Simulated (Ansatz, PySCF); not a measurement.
Input for Ansatz (a program for electronic structure):
Ansatz 0.2 input:
```yaml
crystal:
  periodic: [false, false, false]
  atoms:
    - {symbol: Hg, position_ang: [-0.28663618, 0.03504313, -0.28588197]}
    - {symbol: Cl, position_ang: [2.45934715, 0.35023145, -1.06391631]}
    - {symbol: Cl, position_ang: [-1.11047102, -0.51514028, 2.40924324]}
basis:
  gaussian:
    orbitals: def2-SVP
hamiltonian:
  xc: {name: wB97X}
total_charge: -1
magnetization: {spin_polarized: true, initial_magnetization: 1}
accuracy: high
```

Give the equivalent PySCF input.

One answer among several that fit: 
```python
from pyscf import gto, scf, dft

mol = gto.M(
    atom='''
Hg   -0.286636    0.035043   -0.285882
Cl    2.459347    0.350231   -1.063916
Cl   -1.110471   -0.515140    2.409243
''',
    basis='def2-svp',
    ecp={'Hg': 'def2-svp'},
    charge=-1,
    spin=1,
    verbose=3,
)

mf = dft.UKS(mol)
mf.xc = 'wb97x'
mf.grids.atom_grid = (99, 590)
mf.grids.prune = None
mf.kernel()
```

Both were run: Ansatz gave -1073.715382 Eh and PySCF -1073.715054 Eh, 0.327 mEh apart.
